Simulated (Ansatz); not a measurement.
Born–Oppenheimer molecular dynamics of a periodic cell of 17 atoms, LiW16 (host W, host structure bcc, interstitial Li). It goes on from the last frame of an earlier run, with new velocities.

Level of theory: DFT PBE, scalar-relativistic, plane waves, PAW in Ansatz. Settings: accuracy low, cutoff 420 eV, k mesh 2x2x2, fermi-dirac smearing 0.1 eV, no spin polarisation.

```json
{
  "ensemble": "NVT, Langevin thermostat",
  "time step": "1 fs",
  "steps asked": "300",
  "set temperature": "1260 K",
  "friction": "0.02 /fs",
  "seed": "154810"
}
```

Frames 10 fs apart, positions in Å, forces in eV/Å.

Velocities at 90.0 fs (Å/ps):

```
W 1.14 4.54 1.32
W -0.16 3.02 -0.05
W -1.55 -1.71 1.45
W 1.23 -0.14 -2.26
W -3.57 1.56 -1.05
W 2.29 3.17 0.62
W 0.51 -6.34 -0.07
W -1.51 -2.13 -5.35
W 0.34 4.00 1.28
W -3.69 0.80 0.32
W 1.45 -0.65 0.79
W -2.39 -1.21 -0.94
W -0.95 0.44 0.40
W 6.21 0.69 -0.48
W 5.39 -1.30 2.41
W -2.11 1.31 1.75
Li 2.77 10.77 -1.95
```

```xyz
17
Lattice="6.3200 0.0000 0.0000 0.0000 6.3200 0.0000 0.0000 0.0000 6.3200" Properties=species:S:1:pos:R:3:forces:R:3 time_fs=90.0 energy_less_start_eV=0.344 T=1253
W 0.069 -0.021 -0.026 -2.36 -0.63 -1.22
W 3.175 0.011 0.055 -1.36 1.24 -0.40
W -0.124 3.043 0.065 0.46 0.48 0.48
W -0.242 -0.065 3.216 2.76 -0.14 -0.40
W 1.515 1.491 1.471 0.61 -0.11 2.68
W 2.949 2.975 0.138 2.92 2.81 -2.15
W 3.072 -0.015 3.021 -0.02 0.59 1.61
W 4.752 1.541 1.581 -1.49 -0.39 -0.11
W 0.169 2.979 2.977 -1.32 0.38 -0.60
W 1.464 4.814 1.448 0.97 -1.77 2.22
W 1.542 1.617 4.734 0.30 -1.46 -0.84
W 3.250 3.229 3.135 -1.54 -1.82 -0.14
W 4.701 4.684 1.602 -0.01 0.21 0.04
W 4.735 1.695 4.681 -0.95 -1.30 0.75
W 1.667 4.673 4.664 4.45 2.35 0.47
W 4.398 4.852 4.984 -0.45 -0.51 -1.64
Li 6.215 4.189 4.607 -2.96 0.07 -0.75
17
Lattice="6.3200 0.0000 0.0000 0.0000 6.3200 0.0000 0.0000 0.0000 6.3200" Properties=species:S:1:pos:R:3:forces:R:3 time_fs=100.0 energy_less_start_eV=-0.013 T=1366
W 0.065 0.029 -0.027 -2.45 -1.66 -1.51
W 3.161 0.044 0.041 -1.34 0.94 -0.14
W -0.157 3.023 0.066 1.45 1.57 0.14
W -0.218 -0.062 3.187 2.61 0.04 -0.01
W 1.471 1.491 1.482 1.78 0.41 2.49
W 2.969 3.008 0.148 1.99 1.90 -1.88
W 3.094 -0.061 3.020 -0.44 1.61 1.28
W 4.737 1.514 1.533 -1.50 0.27 1.18
W 0.166 3.010 2.988 -1.32 0.13 -0.12
W 1.428 4.828 1.462 1.30 -1.96 1.84
W 1.550 1.601 4.733 0.66 -0.96 -0.92
W 3.231 3.214 3.132 -0.99 -2.06 0.00
W 4.687 4.691 1.614 -0.05 -0.07 -0.33
W 4.784 1.691 4.692 -1.85 -1.30 -0.07
W 1.724 4.671 4.698 0.92 1.34 0.26
W 4.386 4.868 4.997 -1.72 0.11 -1.00
Li 6.052 4.248 4.606 0.94 -0.32 -1.20
17
Lattice="6.3200 0.0000 0.0000 0.0000 6.3200 0.0000 0.0000 0.0000 6.3200" Properties=species:S:1:pos:R:3:forces:R:3 time_fs=110.0 energy_less_start_eV=0.152 T=1797
W 0.061 0.090 -0.045 -2.33 -2.96 -1.15
W 3.152 0.089 0.015 -1.41 0.56 0.80
W -0.193 3.015 0.069 2.28 2.77 -0.49
W -0.170 -0.054 3.164 2.13 0.27 0.06
W 1.445 1.488 1.519 2.54 0.84 1.54
W 2.998 3.027 0.155 0.99 1.31 -1.60
W 3.128 -0.073 3.046 -0.92 2.08 0.54
W 4.723 1.520 1.520 -1.38 0.28 1.81
W 0.173 3.032 2.998 -1.23 -0.55 -0.18
W 1.395 4.831 1.492 1.78 -1.72 1.01
W 1.550 1.558 4.702 1.11 0.12 -0.36
W 3.214 3.186 3.131 -0.51 -1.87 0.07
W 4.677 4.708 1.648 -0.06 -0.18 -1.04
W 4.819 1.670 4.700 -2.44 -0.95 -0.60
W 1.780 4.678 4.725 -1.96 0.50 0.27
W 4.363 4.896 4.992 -2.09 0.39 0.23
Li 5.915 4.277 4.502 3.48 -0.90 -0.92
17
Lattice="6.3200 0.0000 0.0000 0.0000 6.3200 0.0000 0.0000 0.0000 6.3200" Properties=species:S:1:pos:R:3:forces:R:3 time_fs=120.0 energy_less_start_eV=0.552 T=1947
W 0.051 0.142 -0.077 -1.76 -3.92 -0.17
W 3.157 0.142 -0.016 -1.63 0.15 1.99
W -0.218 3.038 0.073 2.88 3.23 -0.86
W -0.127 -0.063 3.145 1.45 0.94 0.03
W 1.437 1.491 1.575 2.86 0.80 -0.17
W 3.042 3.052 0.142 0.00 0.68 -1.03
W 3.150 -0.076 3.093 -1.05 2.23 -0.70
W 4.711 1.538 1.530 -1.16 0.02 1.93
W 0.184 3.016 3.001 -0.63 -2.92 -2.45
W 1.375 4.828 1.528 2.24 -1.35 0.07
W 1.539 1.516 4.654 1.60 1.09 0.67
W 3.196 3.139 3.135 0.12 -1.21 -0.01
W 4.677 4.720 1.670 -0.39 -0.15 -1.26
W 4.849 1.638 4.735 -2.84 -0.16 -1.39
W 1.842 4.689 4.747 -3.52 -0.08 0.40
W 4.340 4.924 4.976 2.42 -1.23 0.09
Li 6.023 4.213 4.254 -0.61 1.89 2.88
17
Lattice="6.3200 0.0000 0.0000 0.0000 6.3200 0.0000 0.0000 0.0000 6.3200" Properties=species:S:1:pos:R:3:forces:R:3 time_fs=130.0 energy_less_start_eV=1.111 T=1883
W 0.027 0.169 -0.114 -0.97 -4.31 1.14
W 3.173 0.179 -0.029 -1.99 0.09 2.98
W -0.214 3.082 0.069 3.07 2.63 -0.69
W -0.103 -0.069 3.129 0.94 1.31 -0.20
W 1.444 1.499 1.624 3.06 0.19 -2.01
W 3.099 3.072 0.107 -0.93 0.02 -0.24
W 3.170 -0.086 3.141 -1.31 2.74 -2.16
W 4.717 1.550 1.561 -1.01 -0.02 1.41
W 0.187 2.979 2.990 -1.69 -1.25 -0.68
W 1.358 4.827 1.556 2.57 -1.27 -0.55
W 1.509 1.479 4.627 2.29 1.87 1.40
W 3.179 3.072 3.120 0.49 -0.18 0.25
W 4.662 4.730 1.686 -0.26 -0.30 -1.43
W 4.870 1.613 4.776 -3.12 0.77 -2.13
W 1.908 4.720 4.753 -4.54 -0.99 0.46
W 4.324 4.951 4.965 3.64 -2.15 0.20
Li 6.081 4.316 4.252 -0.24 0.85 2.26
17
Lattice="6.3200 0.0000 0.0000 0.0000 6.3200 0.0000 0.0000 0.0000 6.3200" Properties=species:S:1:pos:R:3:forces:R:3 time_fs=140.0 energy_less_start_eV=1.751 T=1596
W 0.002 0.185 -0.151 -0.23 -4.38 2.51
W 3.173 0.207 -0.022 -1.80 -0.08 3.40
W -0.205 3.135 0.072 2.79 1.61 -0.53
W -0.077 -0.072 3.100 0.12 1.24 -0.01
W 1.467 1.504 1.657 3.03 -0.29 -3.47
W 3.133 3.102 0.044 -1.26 -0.75 0.90
W 3.170 -0.075 3.196 -1.20 2.91 -3.79
W 4.720 1.554 1.609 -0.90 -0.04 0.18
W 0.175 2.929 2.977 -2.54 1.21 1.26
W 1.329 4.818 1.576 3.02 -1.30 -0.88
W 1.485 1.462 4.619 2.70 2.36 1.85
W 3.194 2.998 3.116 0.07 1.32 0.53
W 4.641 4.740 1.693 -0.19 -0.46 -1.39
W 4.892 1.597 4.793 -3.41 1.57 -2.27
W 1.948 4.765 4.771 -4.24 -1.73 0.52
W 4.322 4.976 4.946 4.52 -2.90 0.05
Li 6.214 4.426 4.351 -0.46 -0.31 1.14
17
Lattice="6.3200 0.0000 0.0000 0.0000 6.3200 0.0000 0.0000 0.0000 6.3200" Properties=species:S:1:pos:R:3:forces:R:3 time_fs=150.0 energy_less_start_eV=2.394 T=1442
W -0.027 0.193 -0.168 0.46 -4.10 3.06
W 3.182 0.248 0.003 -1.64 -0.89 2.83
W -0.207 3.164 0.074 2.65 0.79 -0.13
W -0.062 -0.077 3.062 -0.60 0.81 0.97
W 1.496 1.506 1.653 2.78 -0.35 -3.94
W 3.170 3.143 -0.022 -1.82 -1.56 2.14
W 3.161 -0.067 3.224 -1.04 2.68 -4.51
W 4.716 1.557 1.661 -0.59 -0.32 -1.34
W 0.164 2.879 2.962 -2.72 2.93 2.24
W 1.311 4.817 1.601 3.34 -1.57 -1.43
W 1.480 1.466 4.612 2.48 2.33 2.31
W 3.217 2.925 3.132 -0.77 2.98 0.54
W 4.609 4.743 1.679 0.16 -0.54 -1.04
W 4.881 1.590 4.785 -2.96 1.72 -1.92
W 1.956 4.814 4.803 -3.69 -1.89 0.42
W 4.328 4.980 4.932 4.85 -2.53 -0.23
Li 6.297 4.443 4.456 -0.91 -0.50 0.04
17
Lattice="6.3200 0.0000 0.0000 0.0000 6.3200 0.0000 0.0000 0.0000 6.3200" Properties=species:S:1:pos:R:3:forces:R:3 time_fs=160.0 energy_less_start_eV=2.518 T=1395
W -0.055 0.192 -0.159 0.81 -3.64 3.12
W 3.185 0.284 0.019 -1.36 -2.07 1.96
W -0.217 3.189 0.076 2.63 -0.10 0.56
W -0.048 -0.078 3.033 -0.73 0.22 1.81
W 1.536 1.528 1.606 1.67 -0.08 -2.71
W 3.199 3.157 -0.054 -2.38 -1.54 2.56
W 3.165 -0.066 3.220 -1.26 1.87 -3.78
W 4.703 1.550 1.712 0.12 -0.67 -3.01
W 0.135 2.847 2.973 -1.82 3.44 1.99
W 1.312 4.801 1.619 3.38 -1.59 -1.75
W 1.462 1.456 4.617 2.40 2.43 2.08
W 3.261 2.869 3.152 -2.19 4.36 0.64
W 4.581 4.738 1.673 0.68 -0.53 -0.78
W 4.854 1.588 4.763 -2.14 1.29 -1.06
W 1.936 4.845 4.838 -2.93 -1.69 0.03
W 4.365 4.960 4.932 3.24 -1.42 -0.58
Li 6.279 4.407 4.552 -0.12 -0.27 -1.07
17
Lattice="6.3200 0.0000 0.0000 0.0000 6.3200 0.0000 0.0000 0.0000 6.3200" Properties=species:S:1:pos:R:3:forces:R:3 time_fs=170.0 energy_less_start_eV=2.571 T=1447
W -0.070 0.174 -0.136 0.63 -2.98 2.48
W 3.174 0.323 0.037 -0.75 -3.79 0.79
W -0.209 3.208 0.079 2.47 -0.46 0.46
W -0.031 -0.068 3.005 -0.79 0.04 2.35
W 1.582 1.537 1.554 -0.05 0.79 -0.83
W 3.227 3.160 -0.082 -2.83 -1.12 2.86
W 3.171 -0.074 3.214 -1.50 1.15 -2.73
W 4.672 1.516 1.758 1.23 -0.32 -4.44
W 0.081 2.834 3.002 -0.39 2.41 0.53
W 1.313 4.785 1.621 3.41 -1.65 -1.62
W 1.456 1.437 4.631 1.90 2.81 1.54
W 3.295 2.842 3.171 -3.66 5.35 0.58
W 4.565 4.737 1.677 1.09 -0.74 -0.81
W 4.808 1.602 4.742 -0.65 0.19 0.19
W 1.913 4.863 4.862 -2.17 -1.48 0.01
W 4.422 4.924 4.927 1.52 -0.20 -0.58
Li 6.269 4.377 4.474 0.53 -0.01 -0.76
17
Lattice="6.3200 0.0000 0.0000 0.0000 6.3200 0.0000 0.0000 0.0000 6.3200" Properties=species:S:1:pos:R:3:forces:R:3 time_fs=180.0 energy_less_start_eV=2.913 T=1565
W -0.074 0.155 -0.091 0.33 -2.48 1.17
W 3.160 0.342 0.061 -0.26 -5.14 -0.34
W -0.164 3.197 0.078 1.75 -0.17 -0.23
W -0.035 -0.036 2.961 -0.62 -0.18 3.05
W 1.618 1.546 1.502 -1.36 1.55 0.83
W 3.253 3.171 -0.104 -3.10 -0.85 3.31
W 3.152 -0.075 3.215 -1.36 0.49 -1.96
W 4.636 1.481 1.780 2.10 0.56 -5.15
W 0.032 2.829 3.039 0.19 0.64 -1.20
W 1.304 4.769 1.613 3.52 -1.57 -1.12
W 1.471 1.429 4.644 1.04 2.95 1.17
W 3.320 2.835 3.192 -4.86 5.99 0.19
W 4.546 4.744 1.683 1.51 -1.05 -0.90
W 4.752 1.617 4.736 1.11 -1.06 1.21
W 1.889 4.862 4.874 -1.06 -1.03 0.37
W 4.468 4.887 4.923 1.48 0.45 -0.75
Li 6.357 4.358 4.305 -0.40 0.90 0.34
17
Lattice="6.3200 0.0000 0.0000 0.0000 6.3200 0.0000 0.0000 0.0000 6.3200" Properties=species:S:1:pos:R:3:forces:R:3 time_fs=190.0 energy_less_start_eV=3.031 T=1704
W -0.071 0.126 -0.057 0.04 -1.86 0.33
W 3.146 0.347 0.093 0.17 -6.02 -1.30
W -0.127 3.178 0.065 1.17 0.13 -0.67
W -0.035 0.018 2.931 -0.39 -0.28 2.89
W 1.654 1.570 1.459 -2.38 1.93 2.11
W 3.266 3.189 -0.140 -3.35 -0.83 4.36
W 3.108 -0.068 3.209 -0.63 0.20 -1.41
W 4.617 1.458 1.785 2.04 1.70 -4.93
W 0.006 2.838 3.077 0.31 0.62 -0.85
W 1.312 4.742 1.613 3.22 -1.16 -0.64
W 1.500 1.440 4.678 0.12 2.82 0.54
W 3.327 2.880 3.215 -5.31 5.43 -0.84
W 4.526 4.739 1.679 1.95 -0.89 -0.71
W 4.679 1.638 4.746 2.88 -2.29 1.42
W 1.862 4.856 4.883 -0.10 -0.94 0.71
W 4.485 4.850 4.915 1.20 1.02 -0.99
Li 6.399 4.516 4.221 -0.93 0.40 -0.01
17
Lattice="6.3200 0.0000 0.0000 0.0000 6.3200 0.0000 0.0000 0.0000 6.3200" Properties=species:S:1:pos:R:3:forces:R:3 time_fs=200.0 energy_less_start_eV=2.635 T=1654
W -0.065 0.092 -0.014 -0.15 -1.27 -0.34
W 3.135 0.322 0.119 0.52 -6.08 -1.75
W -0.086 3.178 0.048 0.62 0.13 -0.92
W -0.032 0.069 2.922 -0.20 0.72 1.90
W 1.678 1.590 1.440 -2.98 2.02 2.74
W 3.265 3.191 -0.151 -3.41 -0.70 5.16
W 3.059 -0.064 3.182 0.43 0.23 -0.69
W 4.609 1.440 1.772 1.66 2.75 -4.08
W -0.005 2.847 3.103 0.55 1.00 -0.02
W 1.338 4.710 1.629 2.76 -0.67 -0.46
W 1.541 1.462 4.728 -0.86 2.40 -0.18
W 3.309 2.954 3.242 -4.91 3.82 -1.82
W 4.520 4.707 1.681 2.26 -0.27 -0.51
W 4.623 1.652 4.766 3.99 -2.92 0.95
W 1.855 4.858 4.884 -1.25 -1.53 0.60
W 4.489 4.821 4.922 0.84 1.28 -0.75
Li 6.329 4.732 4.109 0.11 -0.92 0.17
```

Of the whole run (300 fs, mean temperature of the second half 1625 K): The mean temperature of the second half is 29 % above the set value. A run of 0.3 ps of so small a system gives no equilibrium averages. Limits of this set-up: coarse k mesh, low accuracy level.

Time of the run: 32 min on 2 threads of Arm Neoverse V1, on a shared host, peak memory 0.85 GiB.
